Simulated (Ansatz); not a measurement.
Relaxation of C₂H₅FMg (9 atoms, charge 0, multiplicity 1), to a largest force component of 0.02 eV/Å in at most 40 steps.

Level of theory: RKS PBE-D4/cc-pVDZ in Ansatz 0.2.0.

```xyz
9
Properties=species:S:1:pos:R:3:forces:R:3
C -0.373 1.041 0.043 -1.96 2.30 -1.04
C -0.133 -0.262 0.669 1.22 -1.61 0.89
Mg 0.780 -1.552 -0.802 1.18 -1.51 -1.30
F 1.741 -2.715 -2.114 -1.30 1.57 1.71
H -1.096 0.938 -0.855 0.80 0.37 0.80
H -0.905 1.775 0.768 0.60 -0.55 -0.81
H 0.554 1.546 -0.315 -0.17 0.01 -0.02
H 0.591 -0.109 1.530 -0.47 -0.48 -0.34
H -1.071 -0.709 1.059 0.11 -0.11 0.11
```

Where does it end, and by what steps?

The forces met the threshold. After 4 steps the energy has fallen by 0.553 eV; F4 moved furthest, 0.20 Å.

| step | energy less start (eV) | largest force component (eV/Å) | accepted |
| --- | --- | --- | --- |
| 0 | 0.0000 | 2.299 | yes |
| 1 | -0.4567 | 0.982 | yes |
| 2 | -0.5387 | 0.481 | yes |
| 3 | -0.5521 | 0.061 | yes |
| 4 | -0.5527 | 0.014 | yes |

```xyz
9
Properties=species:S:1:pos:R:3
C -0.416 1.106 0.033
C -0.072 -0.291 0.582
Mg 0.854 -1.614 -0.772
F 1.641 -2.707 -1.935
H -1.121 1.055 -0.824
H -0.893 1.758 0.800
H 0.485 1.647 -0.328
H 0.601 -0.205 1.465
H -0.990 -0.795 0.962
```

Whether the end is a true minimum wasn't checked by a vibrational analysis.

Run time: 8.5 s on 1 thread of Intel(R) Xeon(R) 6975P-C (Granite Rapids), with other jobs on the host, peak memory 0.13 GiB.
